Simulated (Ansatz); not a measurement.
Gas-phase electronic energies from Ansatz, PBE0-D4/def2-TZVP geometries. CBS: MP2 limit from def2 TZ/QZ plus the TZ coupled-cluster correction, frozen cores. This one scheme is used for every species. Functionals use def2-TZVPP. Each species was taken in one conformer, which may not be the lowest.

Consider the formal exchange of groups at a B–Si bond: `[SiH3]BN[SiH3]` + ethane → `CCBN[SiH3]` + SiH₄.

```json
{"level": "PBE0-D4", "ΔE (kcal/mol)": "-2.7"}
{"level": "r2SCAN", "ΔE (kcal/mol)": "-3.4"}
{"level": "HF/def2-QZVPP", "ΔE (kcal/mol)": "-6.4"}
{"level": "HF/CBS(def2)", "ΔE (kcal/mol)": "-6.5"}
```

Question: What does CCSD(T)/CBS give? (Estimate.)

Answer: The calculation gave: -4.1 kcal/mol. The listed levels differ from it by 1.4, 0.7, -2.3, -2.4 kcal/mol.

Largest T1 diagnostic among the species: 0.014.

From PBE to PBE0 (25 % exact exchange), in def2-TZVPP and without D4, ΔE moves by −0.8 kcal/mol. In def2-TZVPP, CCSD(T) changes the Hartree–Fock value by +2.0 kcal/mol (the triples alone add +0.3 kcal/mol) and MP2 by +0.9 kcal/mol.
